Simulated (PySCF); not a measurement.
**Correlation energy of Se⁺ (selenium, charge +1)**

[Ar] 3d10 4s2 4p3, high-spin 4S determinant. All numbers are calculated (PySCF 2.14, no relativity, point nucleus, in 6-31G* (5s4p3d, 32 functions)). Frozen: [Ar] 3d10; 5 electrons correlated.

MP2 pair energies summed by pair of shells (mhartree):

```csv
pair,energy,share (%)
4s-4p,-36.96,65.8
4p-4p,-13.21,23.5
4s-4s,-5.96,10.6
```

Total MP2 correlation energy: -56.14 mhartree.

Same-spin part -14.62 and opposite-spin part -41.52 mhartree; SCS-MP2 scales them by 1/3 and 6/5 to -54.70 mhartree.

| level | correlation energy (mhartree) |
| --- | --- |
| CCSD | -71.08 |
| (T) | -0.70 |
| CCSD(T) | -71.78 |

Diagnostics: T1 = 0.0010, D1 = 0.0025, largest double amplitude 0.059.

Cost of the coupled-cluster step: 0.13 s of wall time on 1 thread of Neoverse-V1 (shared host), for 5 correlated electrons.
